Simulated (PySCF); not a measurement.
Molecule: SMILES CO[Si](C)(OC)OC, C4H12O3Si.

Atom-mapped SMILES (the numbers label the heavy atoms): `[CH3:1][O:2][Si:3]([CH3:4])([O:5][CH3:6])[O:7][CH3:8]`. Hydrogens are named by the atom that carries them.

Geometry PBE0-D3(BJ)/def2-SVP throughout; GIAO in PySCF 2.14.0 with density-fitted response routines, gas phase, one conformer, non-relativistic; equivalent atoms averaged; functional PBE0.

Task: How do the absolute shieldings σ depend on the basis set? (ppm; last column core-seconds on shared hosts with different chips, so compare them loosely)

Result: 
| basis set | functions | C1/C6/C8 | C4 | O2/O5/O7 | Si3 | H(C1)/H(C6)/H(C8) | H(C4) | core-s |
| --- | --- | --- | --- | --- | --- | --- | --- | --- |
| STO-3G | 56 | 188.4 | 241.6 | 424.8 | 528.8 | 30.83 | 32.73 | 6.6 |
| pcSseg-0 | 100 | 139.9 | 205.1 | 333.7 | 381.7 | 28.97 | 33.11 | 8.2 |
| 6-31G | 100 | 151.1 | 208.2 | 315.3 | 449.5 | 28.86 | 32.59 | 12 |
| 6-31G* | 140 | 145.4 | 202.3 | 306.8 | 446.5 | 28.42 | 32.11 | 19 |
| cc-pVDZ | 176 | 148.2 | 206.1 | 311.3 | 454.7 | 27.82 | 31.49 | 20 |
| def2-SVP | 176 | 145.8 | 203.8 | 312.5 | 455.4 | 27.96 | 31.54 | 17 |
| pcSseg-1 | 203 | 133.2 | 195.4 | 304.0 | 391.3 | 27.72 | 31.35 | 35 |
| aug-cc-pVDZ | 296 | 146.7 | 206.6 | 309.6 | 435.4 | 27.77 | 31.24 | 44 |
| 6-311+G(2d,p) | 296 | 136.6 | 197.0 | 297.0 | 382.3 | 27.98 | 31.46 | 55 |
| def2-TZVP | 326 | 136.0 | 197.9 | 297.0 | 374.4 | 27.97 | 31.47 | 48 |

Task: Which nucleus moves most, in ppm?

Result: Si3 (silicon bonded to C, 3 O): from 374.4 ppm with def2-TZVP to 528.8 ppm with STO-3G. The smallest spread is 1.87 ppm, at H(C4). Proton shifts span only some 12 ppm, so a few tenths of a ppm matter as much there as several ppm in carbon.

Task: Taking the largest basis, def2-TZVP (326 functions), as the yardstick, rank the others by their worst heavy-atom deviation.

Result: 6-311+G(2d,p) 7.9 ppm (296 functions), pcSseg-1 16.9 ppm (203 functions), pcSseg-0 36.7 ppm (100 functions), aug-cc-pVDZ 61.0 ppm (296 functions), 6-31G* 72.1 ppm (140 functions), 6-31G 75.1 ppm (100 functions), cc-pVDZ 80.3 ppm (176 functions), def2-SVP 81.0 ppm (176 functions), STO-3G 154.4 ppm (56 functions).

A small basis that lands close on one nucleus may do so by chance; judge by the trend and by all nuclei.
